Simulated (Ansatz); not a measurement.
Geometry optimisation, RKS B3LYP-D4/6-31G* (Ansatz).

Input file:

```yaml
crystal:
  periodic: [false, false, false]
  atoms:
    - { symbol: "N", position_ang: [-3.1259, 0.9822, 0.0451] }
    - { symbol: C, position_ang: [-2.1552, 0.7267, 0.4949] }
    - { symbol: Si, position_ang: [-0.5272, 0.2335, 1.2119] }
    - { symbol: C, position_ang: [0.5514, -0.9089, 0.1454] }
    - { symbol: Si, position_ang: [0.9908, 0.0428, -1.3499] }
    - { symbol: H, position_ang: [-1.88726, 1.3549, 1.34441] }
    - { symbol: H, position_ang: [0.3507, 1.4278, 1.5793] }
    - { symbol: H, position_ang: [-0.0867, -1.771, -0.1416] }
    - { symbol: H, position_ang: [1.3584, -1.2774, 0.728] }
    - { symbol: H, position_ang: [1.8339, 1.2081, -0.9177] }
    - { symbol: H, position_ang: [1.7783, -0.8135, -2.2133] }
    - { symbol: H, position_ang: [-0.1719, 0.5456, -2.0672] }
basis:
  gaussian: { orbitals: "6-31G*" }
hamiltonian:
  xc: b3lyp
  dispersion: d4
relax:
  f_tol: 0.02
  max_steps: 50
```

Launched with:

```bash
$ ansatz run input.yaml --threads 2 --pin off --max-ram 3072MiB --backend cpu --events-out ev --progress --plain --runs-dir out
```

Question: Where does it end, and by what steps?

Answer: The forces met the threshold. The force dipped under the threshold on the way, but the program's further checks kept it going. After 23 steps the energy has fallen by 6.007 eV; H6 moved furthest, 1.92 Å. The start is strongly strained (largest force component 13 eV/Å), so its close contacts needn't be bonds. Parted: C2–H6 (1.09 → 2.69 Å).

```
step  energy less start (eV)  largest force component (eV/Å)  accepted
   0                  0.0000                          12.852       yes
   1                 -1.6090                           1.961       yes
   2                 -2.0973                           1.691       yes
   3                 -2.5711                           1.758       yes
   4                 -3.2452                           1.984       yes
   5                 -4.0605                           2.156       yes
   6                 -4.7609                           1.988       yes
   7                 -5.2822                           0.924       yes
   8                 -5.5928                           0.538       yes
   9                 -5.7984                           0.465       yes
  10                 -5.9432                           0.424       yes
  11                 -5.9968                           0.204       yes
  12                 -5.9691                           0.923        no
  13                 -6.0047                           0.023       yes
  14                 -6.0053                           0.011       yes
  15                 -6.0058                           0.068       yes
  16                 -6.0060                           0.031       yes
  17                 -6.0062                           0.015       yes
  18                 -6.0065                           0.028       yes
  19                 -6.0067                           0.041       yes
  20                 -6.0068                           0.026       yes
  21                 -6.0071                           0.020       yes
  22                 -6.0071                           0.025       yes
  23                 -6.0072                           0.013       yes
```

```xyz
12
Properties=species:S:1:pos:R:3
N -2.954 1.494 -0.519
C -2.088 1.117 0.161
Si -0.690 0.485 1.211
C 0.339 -0.711 0.201
Si 1.008 -0.020 -1.433
H -1.312 -0.147 2.400
H 0.095 1.672 1.628
H -0.256 -1.609 -0.008
H 1.187 -1.031 0.822
H 1.727 1.259 -1.180
H 1.959 -0.989 -2.042
H -0.106 0.230 -2.382
```

Whether the end is a true minimum wasn't checked by a vibrational analysis.

Time of the run: 4.4 min on 2 threads of AMD EPYC 7571, with other jobs on the host, peak memory 0.25 GiB.
